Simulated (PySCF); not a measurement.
Computed shifts of a molecule C₂H₇GeN, PBE/pcSseg-1 (PySCF), GIAO, gas phase, equivalent atoms averaged, in ppm (number of nuclei): ¹⁵N: 16.7 (1). ¹³C: 149.9 (1), 140.1 (1). ¹H: 6.78 (1), 6.52 (1), 6.29 (1), 5.24 (1), 4.96 (1), 0.17 (1), -0.12 (1). References: ⁷³Ge against GeH4 (σ = 1614.4 ppm); ¹⁵N against NH3 (σ = 267.0 ppm); ¹³C against TMS (σ = 182.0 ppm); ¹H against TMS (σ = 31.49 ppm), references at their B3LYP-D3(BJ)/def2-TZVP geometries, non-relativistic. Geometry: PBE0-D3(BJ)/def2-SVP. Other conformers were not sampled.

Question: Which structure fits?
A. C=[CH][GeH2][NH2]
B. C[N](C)[GeH]
C. C/C=[N]\[GeH3]
D. [CH2]1N[CH2][GeH2]1

Answer: A, C=[CH][GeH2][NH2]
